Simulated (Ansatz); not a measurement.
Cu₃Sn₂⁺, relaxed as a singlet with RKS PBE-D4/def2-SVP in Ansatz, starting from the GFN1-xTB geometry. Force threshold 0.02 eV/Å.

In the def2 sets Sn takes a core potential; there is no spin–orbit coupling. The restricted singlet is unstable towards broken spin symmetry in Hartree–Fock (as tested in another run); at PBE-D4/def2-SVP this wasn't settled. The relaxation made no stability test and no search for a lower SCF solution. No other spin state of charge 1 was run. Another isomer (singlet) lies 0.15 eV lower at PBE0-D4/def2-TZVP; other spin states weren't run for this one.

Start:

```
atom   x (Å)   y (Å)   z (Å)
 Cu1   0.824   0.167   1.131
 Cu2   0.813   1.769  -0.689
 Cu3  -1.247   0.643  -0.076
 Sn4   0.573  -0.663  -1.234
 Sn5  -0.963  -1.916   0.868
```

Question: Estimate the energy that the relaxation releases and the steps that it takes.

Answer: 6.5 kJ/mol, in 5 steps; 13 s on 4 threads of Arm Neoverse V1 on a shared host. No frequencies were taken in this run, so the end may be a saddle point.

Question: Does the start keep its bonding and symmetry?

Answer: By distances, no bond broke or formed. The bond that changes most is Sn4–Sn5, from 2.89 to 3.02 Å (atoms count from 1). Point group Cs at the start, Cs at the end, both within 0.05 Å.

Question: Predict the relaxed structure.

Answer: 
```tsv
atom	x (Å)	y (Å)	z (Å)
Cu1	0.871	0.094	1.139
Cu2	0.799	1.809	-0.644
Cu3	-1.299	0.599	-0.134
Sn4	0.618	-0.654	-1.313
Sn5	-0.989	-1.848	0.952
```
Bond lengths (bridged metal pairs left out): 5 × Cu–Sn 2.56 to 2.70 Å; 3 × Cu–Cu 2.47 to 2.57 Å; 1 × Sn–Sn 3.02 Å.
